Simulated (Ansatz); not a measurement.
Li18⁺. Charge 1, multiplicity 2. Geometry PBE0/def2-SVP, that of the neutral singlet; atoms count from 1.

Cartesian coordinates in Å:
```
Li -0.1059 -0.2784 -1.5181
Li 3.5243 -1.3786 1.5709
Li -0.5633 1.1935 0.8073
Li -0.9891 -2.0577 -3.3144
Li 1.2779 0.7106 2.9813
Li 2.2862 0.9950 -0.1788
Li 0.3017 3.6403 1.4610
Li 1.3238 0.3729 -3.6799
Li -2.5234 2.7887 -0.1444
Li -0.7837 -2.9954 -0.2377
Li -2.1919 1.8353 2.8349
Li 0.9011 -1.1931 0.9372
Li -1.9425 0.9290 -3.0830
Li 2.1413 -2.1023 -1.4142
Li -1.3167 -1.2610 2.5262
Li -2.6410 -0.3786 -0.2803
Li 1.0986 -3.4624 2.3631
Li 0.2024 2.6420 -1.6311
```

The charge 1 doublet is spin-contaminated (final ⟨S²⟩ up to 0.83, 0.75 for a pure state). The structure comes from a short search, and lower isomers may exist.

Estimate the Mulliken populations from the PBE0/def2-TZVP orbitals of Ansatz.


```csv
atom,charge (e),spin (α − β)
Li1,-1.28,0.22
Li2,0.19,0.02
Li3,-1.29,0.23
Li4,0.34,0.14
Li5,0.39,0.07
Li6,0.34,0.08
Li7,0.37,0.10
Li8,0.37,0.10
Li9,0.26,-0.02
Li10,0.20,0.02
Li11,0.34,0.14
Li12,-0.95,-0.17
Li13,0.26,-0.03
Li14,0.40,0.07
Li15,0.21,0.02
Li16,0.35,0.05
Li17,0.31,0.00
Li18,0.19,-0.05
```
Mulliken values and Mayer orders depend strongly on the basis.

Where does the spin sit?

Summed by element: Li 1.00, of 1 unpaired in all. Largest on single atoms: Li3 0.23, Li1 0.22, Li12 -0.17.

And the Mayer bond orders between bonded heavy atoms (over 0.3)?

Li1–Li4 0.44 (2.68 Å); Li1–Li8 0.42 (2.67 Å); Li1–Li13 0.41 (2.70 Å); Li2–Li12 0.42 (2.71 Å); Li3–Li7 0.42 (2.68 Å); Li3–Li9 0.41 (2.70 Å); Li3–Li11 0.44 (2.68 Å); Li10–Li12 0.30 (2.73 Å); Li12–Li17 0.37 (2.69 Å).
